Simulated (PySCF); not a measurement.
PySCF job for ClH5OSi2, SMILES O[Si@@H]([SiH3])Cl, PBE-D3(BJ)/def2-SVP. Geometry optimised at PBE-D3(BJ)/def2-SVP. The structure was generated by enumeration; whether it is a known compound was not checked. One conformer was computed; it need not be the lowest.

```python
import numpy as np
from pyscf import gto, scf, dft, df
from pyscf.hessian import thermo

mol = gto.M(
    atom='''
    O     0.70789395    1.79199958   -0.30248972
    Si    0.03025003    0.46309234    0.46193573
    Si   -1.75289633   -0.24683122   -0.88003680
    Cl    1.39659678   -1.12483554    0.57157103
    H     1.44388236    2.22025881    0.17124364
    H    -0.33423855    0.77926600    1.88857338
    H    -1.22566331   -0.60306896   -2.24203383
    H    -2.37325067   -1.46535285   -0.25279046
    H    -2.79897833    0.82744858   -1.00836772
    ''',
    basis='def2-SVP',
    charge=0,
    spin=0,
    max_memory=1600,
    verbose=3,
)
mf = dft.RKS(mol, xc='pbe').density_fit(auxbasis='def2-universal-jkfit')
mf.disp = 'd3bj'
mf.grids.level = 3
mf.conv_tol = 1e-11
mf.max_cycle = 100
mf.kernel()

# [left out here: the lines that compute and print the analytic Hessian (its translational invariance restored by hand, since the grid's response is missing), thermochemistry and intensities]
```

Output:

```
converged SCF energy = -1116.53872962237

WARN: DFTD3 does not support analytical Hessian, using finite difference


WARN: Mole.unit (angstrom) is changed to Bohr

Mode                                 0                   1                   2
Irrep
Freq [cm^-1]                      100.5991            109.0049            170.5753
Reduced mass [au]                   2.0008              1.6019              3.8649
Force const [Dyne/A]                0.0119              0.0112              0.0663
Char temp [K]                     144.7398            156.8337            245.4199
Normal mode                   x     y     z       x     y     z       x     y     z
       0   O                 0.03  0.05  0.05   -0.04 -0.03  0.01    0.13  0.02  0.09
       1  Si                 0.00  0.05  0.01   -0.01 -0.05 -0.00   -0.01 -0.00 -0.08
       2  Si                 0.04 -0.06  0.02   -0.04  0.04 -0.02   -0.07 -0.03 -0.01
       3  Cl                -0.06 -0.01 -0.05    0.06  0.01  0.02    0.02  0.03  0.02
       4   H                 0.03  0.03  0.07   -0.00 -0.06 -0.03    0.09 -0.07  0.22
       5   H                 0.02  0.03  0.02   -0.03 -0.07 -0.00   -0.15 -0.06 -0.10
       6   H                 0.14 -0.44  0.16   -0.02 -0.34  0.09   -0.26 -0.08 -0.06
       7   H                -0.09  0.14  0.27   -0.38  0.31  0.16    0.03 -0.01  0.14
       8   H                 0.13 -0.02 -0.34    0.23  0.27 -0.30   -0.11 -0.05  0.10
Mode                                 3                   4                   5
Irrep
Freq [cm^-1]                      215.6154            293.4262            399.6631
Reduced mass [au]                   2.0048              1.7909              3.5168
Force const [Dyne/A]                0.0549              0.0908              0.3310
Char temp [K]                     310.2225            422.1750            575.0262
Normal mode                   x     y     z       x     y     z       x     y     z
       0   O                -0.06  0.09 -0.00    0.08 -0.11 -0.03    0.02  0.04 -0.01
       1  Si                 0.05 -0.01 -0.06   -0.03 -0.01  0.04    0.04  0.05  0.06
       2  Si                 0.00  0.01  0.01   -0.00 -0.00  0.00   -0.10 -0.03 -0.05
       3  Cl                -0.00 -0.06  0.03   -0.00  0.04 -0.03    0.03 -0.04  0.01
       4   H                -0.43  0.44  0.25   -0.47  0.38  0.38    0.00  0.08 -0.02
       5   H                 0.03  0.00 -0.06   -0.01  0.10  0.02    0.22  0.11  0.09
       6   H                -0.13 -0.04 -0.03    0.07  0.02  0.02    0.17  0.03  0.03
       7   H                -0.01  0.05  0.07   -0.07 -0.00 -0.06   -0.11 -0.10 -0.19
       8   H                 0.05  0.06  0.08    0.03  0.03 -0.04   -0.15 -0.10 -0.24
Mode                                 6                   7                   8
Irrep
Freq [cm^-1]                      490.2972            502.7470            534.2227
Reduced mass [au]                   1.3927              1.5124              4.4641
Force const [Dyne/A]                0.1973              0.2252              0.7506
Char temp [K]                     705.4286            723.3411            768.6276
Normal mode                   x     y     z       x     y     z       x     y     z
       0   O                -0.01 -0.02 -0.01    0.01  0.02  0.02   -0.02 -0.02  0.02
       1  Si                -0.05  0.01 -0.00   -0.02 -0.03 -0.08    0.11 -0.07  0.01
       2  Si                 0.00  0.06 -0.01   -0.01  0.01  0.06   -0.02  0.02 -0.02
       3  Cl                 0.04 -0.03  0.01    0.00  0.00  0.01   -0.06  0.07  0.00
       4   H                -0.07  0.05  0.02    0.00 -0.10  0.14   -0.02  0.04 -0.05
       5   H                -0.06 -0.04  0.01    0.10 -0.02 -0.05    0.18 -0.14  0.04
       6   H                 0.08 -0.20  0.09    0.58  0.19  0.24    0.03 -0.10  0.03
       7   H                 0.47  0.00  0.36   -0.06 -0.13 -0.28    0.15 -0.04  0.06
       8   H                -0.37 -0.34 -0.21   -0.01 -0.04 -0.29   -0.20 -0.18 -0.16
Mode                                 9                  10                  11
Irrep
Freq [cm^-1]                      716.2175            790.8223            812.9662
Reduced mass [au]                   1.0672              1.0901              2.2095
Force const [Dyne/A]                0.3225              0.4017              0.8604
Char temp [K]                    1030.4775           1137.8172           1169.6774
Normal mode                   x     y     z       x     y     z       x     y     z
       0   O                 0.01 -0.01  0.01    0.03 -0.01  0.00   -0.04 -0.11  0.12
       1  Si                 0.03  0.01  0.01   -0.03  0.03 -0.01    0.01  0.04 -0.05
       2  Si                -0.01  0.00  0.02   -0.01 -0.01 -0.01   -0.01 -0.00 -0.01
       3  Cl                 0.00 -0.01 -0.01   -0.00  0.00  0.01    0.00 -0.00 -0.00
       4   H                 0.03  0.32 -0.34    0.01  0.30 -0.26    0.02  0.26 -0.35
       5   H                -0.75 -0.20 -0.14    0.30 -0.74  0.23    0.19  0.40 -0.08
       6   H                 0.03  0.03  0.02    0.11  0.12  0.01    0.07  0.05  0.01
       7   H                -0.10 -0.06 -0.19    0.04  0.04  0.13    0.06  0.01  0.08
       8   H                -0.07 -0.07 -0.17    0.11  0.11  0.08    0.06  0.06  0.04
Mode                                12                  13                  14
Irrep
Freq [cm^-1]                      831.1147            894.8700            899.7417
Reduced mass [au]                   1.2279              1.0804              1.0382
Force const [Dyne/A]                0.4997              0.5097              0.4952
Char temp [K]                    1195.7890           1287.5187           1294.5280
Normal mode                   x     y     z       x     y     z       x     y     z
       0   O                 0.02  0.05 -0.02   -0.03 -0.03 -0.00   -0.01 -0.01 -0.00
       1  Si                 0.01 -0.04  0.02    0.02  0.02 -0.00    0.00  0.01  0.00
       2  Si                -0.04 -0.01 -0.03   -0.00 -0.03  0.01   -0.02  0.00  0.02
       3  Cl                -0.00  0.00 -0.00   -0.00 -0.00 -0.00    0.00 -0.00 -0.00
       4   H                 0.03  0.06 -0.05   -0.04 -0.17  0.16   -0.01 -0.05  0.05
       5   H                -0.23  0.17 -0.07   -0.10 -0.04 -0.02   -0.01 -0.04  0.02
       6   H                 0.48  0.10  0.15   -0.08  0.65 -0.20   -0.26 -0.13 -0.05
       7   H                 0.31  0.02  0.37   -0.00  0.19  0.40    0.53 -0.38 -0.20
       8   H                 0.23  0.27  0.29    0.06 -0.00 -0.43    0.39  0.35 -0.35
Mode                                15                  16                  17
Irrep
Freq [cm^-1]                      916.3074           2141.0731           2158.1365
Reduced mass [au]                   1.7885              1.0409              1.0211
Force const [Dyne/A]                0.8848              2.8114              2.8021
Char temp [K]                    1318.3623           3080.5275           3105.0780
Normal mode                   x     y     z       x     y     z       x     y     z
       0   O                -0.06 -0.08  0.01    0.00  0.00  0.00   -0.00 -0.00  0.00
       1  Si                 0.05  0.08 -0.01   -0.01  0.01  0.03   -0.00  0.00  0.01
       2  Si                -0.01  0.00 -0.01    0.01  0.00 -0.00   -0.02 -0.00 -0.01
       3  Cl                -0.00 -0.00  0.00    0.00  0.00  0.00   -0.00  0.00 -0.00
       4   H                -0.11 -0.35  0.33   -0.00  0.00 -0.00   -0.00 -0.00  0.00
       5   H                -0.20 -0.29  0.00    0.23 -0.19 -0.90    0.05 -0.05 -0.21
       6   H                 0.21 -0.17  0.12    0.02 -0.01 -0.02   -0.17  0.11  0.40
       7   H                 0.01 -0.02 -0.03   -0.06 -0.13  0.07    0.20  0.40 -0.21
       8   H                -0.00  0.05  0.27   -0.12  0.13 -0.01    0.48 -0.50  0.05
Mode                                18                  19                  20
Irrep
Freq [cm^-1]                     2172.9161           2179.6242           3741.7816
Reduced mass [au]                   1.0505              1.0511              1.0667
Force const [Dyne/A]                2.9223              2.9421              8.7989
Char temp [K]                    3126.3424           3135.9939           5383.5906
Normal mode                   x     y     z       x     y     z       x     y     z
       0   O                -0.00  0.00 -0.00    0.00  0.00 -0.00   -0.05 -0.03 -0.03
       1  Si                 0.00 -0.00  0.00   -0.00  0.00  0.00   -0.00  0.00 -0.00
       2  Si                 0.01 -0.04  0.01   -0.02  0.00  0.03   -0.00 -0.00  0.00
       3  Cl                -0.00  0.00 -0.00    0.00 -0.00 -0.00   -0.00  0.00 -0.00
       4   H                -0.00  0.00 -0.00   -0.00  0.00 -0.00    0.73  0.44  0.46
       5   H                 0.00 -0.00 -0.01    0.02 -0.02 -0.08    0.00  0.00 -0.00
       6   H                -0.06  0.03  0.16    0.30 -0.20 -0.77    0.00  0.00  0.00
       7   H                 0.31  0.58 -0.30    0.16  0.33 -0.16    0.00  0.00 -0.00
       8   H                -0.44  0.44 -0.05    0.16 -0.17  0.03    0.00  0.00  0.00
temperature 298.1500 [K]
pressure 101325.00 [Pa]
Rotational constants [GHz] 4.06025 2.14860 1.54375
Symmetry number 1
Zero-point energy (ZPE) 0.04800 [Eh]   126036.888 [J/mol]
                           tot       elec      trans        rot        vib
Entropy [J/mol/K]       353.237      0.000    167.667    115.352     70.218
Cv [J/mol/K]            102.930      0.000     12.472     12.472     77.986
Cp [J/mol/K]            111.244      0.000     20.786     12.472     77.986
Internal energy [J/mol]                      3718.434   3718.434 137800.676
Internal energy [Eh]   -1116.48341  -1116.53873
Enthalpy [J/mol]                             6197.391   3718.434 137800.676
Enthalpy [Eh]          -1116.48247
Gibbs free energy [J/mol]                  -43792.419 -30673.840 116865.121
Gibbs free energy [Eh] -1116.52258
mode   freq/cm-1   IR/(km/mol)
   1      100.60         0.559
   2      109.00         1.524
   3      170.58         5.231
   4      215.62        17.079
   5      293.43        95.013
   6      399.66        13.705
   7      490.30        46.416
   8      502.75        31.657
   9      534.22        51.998
  10      716.22       182.803
  11      790.82       160.203
  12      812.97       110.507
  13      831.11       130.641
  14      894.87        34.171
  15      899.74        34.413
  16      916.31        50.987
  17     2141.07       123.243
  18     2158.14        38.229
  19     2172.92        72.240
  20     2179.62        79.234
  21     3741.78        82.391
max |gradient| / (hartree/bohr): 6.355836619860379e-05
APT charges: [-0.8007  1.3644  0.6172 -0.556   0.292  -0.2986 -0.1993 -0.2021 -0.2168]
```

The calculation finished and met its thresholds.
